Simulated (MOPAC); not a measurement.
MOPAC input (AM1):

```
AM1 1SCF GEO-OK AUX(PRECISION=9) THREADS=1
H3F3Si2

F    -1.81252000 1   -1.50158200 1    0.52213600 1
Si   -1.42748200 1   -0.02267100 1    0.01317000 1
Si    0.90169900 1    0.05596900 1   -0.33182800 1
F     1.25242400 1    1.49625300 1   -0.93452700 1
F     1.65904300 1   -0.07125800 1    1.06937600 1
H    -1.85076900 1    0.95389300 1    1.04005500 1
H    -2.14894700 1    0.23020600 1   -1.25409500 1
H     1.47016000 1   -0.96099800 1   -1.23759900 1
```

Output:

```
 *******************************************************************************
 **                                                                           **
 **                              MOPAC v23.2.5                                **
 **                                                                           **
 *******************************************************************************
 ** MOPAC's Digital Object Identifier: https://doi.org/10.5281/zenodo.6511958 **
 **                                                                           **
 ** Please cite the open-source release paper for use of this MOPAC version:  **
 ** J. E. Moussa and J. J. P. Stewart (2026)                                  **
 ** MOPAC: An open-source semiempirical molecular orbital program             **
 ** J. Open Source Softw., 11(119), 8025, https://doi.org/10.21105/joss.08025 **
 *******************************************************************************

                              AM1 CALCULATION RESULTS

 *******************************************************************************
 *  AM1        - The AM1 Hamiltonian to be used
 *  GEO-OK     - OVERRIDE INTERATOMIC DISTANCE AND OTHER SAFETY CHECKS
 *  1SCF       - DO 1 SCF AND THEN STOP
 *  AUX        - OUTPUT AUXILIARY INFORMATION
 *******************************************************************************
AM1 1SCF GEO-OK AUX(PRECISION=9) THREADS=1
 H3F3Si2

   ATOM   CHEMICAL          X               Y               Z
  NUMBER   SYMBOL      (ANGSTROMS)     (ANGSTROMS)     (ANGSTROMS)

     1       F         -1.81252000  *  -1.50158200  *   0.52213600  *
     2      Si         -1.42748200  *  -0.02267100  *   0.01317000  *
     3      Si          0.90169900  *   0.05596900  *  -0.33182800  *
     4       F          1.25242400  *   1.49625300  *  -0.93452700  *
     5       F          1.65904300  *  -0.07125800  *   1.06937600  *
     6       H         -1.85076900  *   0.95389300  *   1.04005500  *
     7       H         -2.14894700  *   0.23020600  *  -1.25409500  *
     8       H          1.47016000  *  -0.96099800  *  -1.23759900  *

          CARTESIAN COORDINATES

    NO.       ATOM           X           Y           Z

     1         F         -1.8125     -1.5016      0.5221
     2        Si         -1.4275     -0.0227      0.0132
     3        Si          0.9017      0.0560     -0.3318
     4         F          1.2524      1.4963     -0.9345
     5         F          1.6590     -0.0713      1.0694
     6         H         -1.8508      0.9539      1.0401
     7         H         -2.1489      0.2302     -1.2541
     8         H          1.4702     -0.9610     -1.2376

  H: (AM1): M.J.S. DEWAR ET AL, J. AM. CHEM. SOC. 107 3902-3909 (1985)
  F: (AM1): M.J.S. DEWAR AND E. G. ZOEBISCH, THEOCHEM, 180, 1 (1988).
 Si: (AM1): M.J.S.DEWAR, C. JIE, ORGANOMETALLICS, 6, 1486-1490 (1987).

           Empirical Formula: H3 F3 Si2  =     8 atoms

      MOLECULAR POINT GROUP   :   C1

      RHF CALCULATION, NO. OF DOUBLY OCCUPIED LEVELS = 16

 -------------------------------------------------------------------------------
 AM1 1SCF GEO-OK AUX(PRECISION=9) THREADS=1
 H3F3Si2

     1SCF WAS SPECIFIED, SO BFGS WAS NOT USED
     SCF FIELD WAS ACHIEVED

                              AM1 CALCULATION
                                                       MOPAC v23.2.5 Linux

          FINAL HEAT OF FORMATION =       -235.59625 KCAL/MOL =    -985.73472 KJ/MOL

          COSMO AREA              =        130.67 SQUARE ANGSTROMS
          COSMO VOLUME            =        123.89 CUBIC ANGSTROMS

          IONIZATION POTENTIAL    =         10.121639 EV
          HOMO LUMO ENERGIES (EV) =        -10.122 -1.749
          NO. OF FILLED LEVELS    =         16
          MOLECULAR WEIGHT        =        116.1899         POINT GROUP:  C1

          MOLECULAR DIMENSIONS (Angstroms)

            Atom       Atom       Distance
            F     4    F     1     4.52800
            F     5    H     7     4.16312
            H     6    H     8     3.92757

          SCF CALCULATIONS        =          1

   ATOM   CHEMICAL          X               Y               Z
  NUMBER   SYMBOL      (ANGSTROMS)     (ANGSTROMS)     (ANGSTROMS)

     1       F         -1.81252000  *  -1.50158200  *   0.52213600  *
     2      Si         -1.42748200  *  -0.02267100  *   0.01317000  *
     3      Si          0.90169900  *   0.05596900  *  -0.33182800  *
     4       F          1.25242400  *   1.49625300  *  -0.93452700  *
     5       F          1.65904300  *  -0.07125800  *   1.06937600  *
     6       H         -1.85076900  *   0.95389300  *   1.04005500  *
     7       H         -2.14894700  *   0.23020600  *  -1.25409500  *
     8       H          1.47016000  *  -0.96099800  *  -1.23759900  *

                             CARTESIAN COORDINATES

   1    F       -1.812520000    -1.501582000     0.522136000
   2   Si       -1.427482000    -0.022671000     0.013170000
   3   Si        0.901699000     0.055969000    -0.331828000
   4    F        1.252424000     1.496253000    -0.934527000
   5    F        1.659043000    -0.071258000     1.069376000
   6    H       -1.850769000     0.953893000     1.040055000
   7    H       -2.148947000     0.230206000    -1.254095000
   8    H        1.470160000    -0.960998000    -1.237599000

           Empirical Formula: H3 F3 Si2  =     8 atoms

      MOLECULAR POINT GROUP   :   C1

                  EIGENVALUES
 -48.78664 -48.60504 -47.74045 -18.55007 -17.58683 -16.74757 -16.27596 -16.09643
 -15.59744 -15.18520 -14.81923 -14.58716 -13.60582 -12.57099 -11.87095 -10.12164
  -1.74949   0.77735   0.99181   1.12243   1.47936   2.03915   2.23757

              NET ATOMIC CHARGES AND DIPOLE CONTRIBUTIONS

  ATOM NO.   TYPE          CHARGE      No. of ELECS.   s-Pop       p-Pop
    1          F          -0.431560        7.4316     1.87540     5.55616
    2         Si           0.645651        3.3543     0.90413     2.45022
    3         Si           1.304161        2.6958     0.81383     1.88201
    4          F          -0.457532        7.4575     1.87555     5.58198
    5          F          -0.450874        7.4509     1.87521     5.57566
    6          H          -0.170609        1.1706     1.17061
    7          H          -0.179511        1.1795     1.17951
    8          H          -0.259727        1.2597     1.25973
 DIPOLE           X         Y         Z       TOTAL
 POINT-CHG.     0.169     0.478    -1.609     1.687
 HYBRID        -0.287    -0.125     0.483     0.575
 SUM           -0.118     0.353    -1.126     1.186

          ATOMIC ORBITAL ELECTRON POPULATIONS

     Atom    s        px        py        pz
    1  F   1.87540   1.93466   1.69852   1.92299
    2 Si   0.90413   1.03648   0.58300   0.83074
    3 Si   0.81383   0.79912   0.56076   0.52213
    4  F   1.87555   1.92581   1.75000   1.90618
    5  F   1.87521   1.87673   1.93667   1.76226
    6  H   1.17061
    7  H   1.17951
    8  H   1.25973

 **********************
 *                    *
 * JOB ENDED NORMALLY *
 *                    *
 **********************

 == MOPAC DONE ==
```

The geometry given is a B3LYP-D3(BJ)/def2-TZVP minimum.
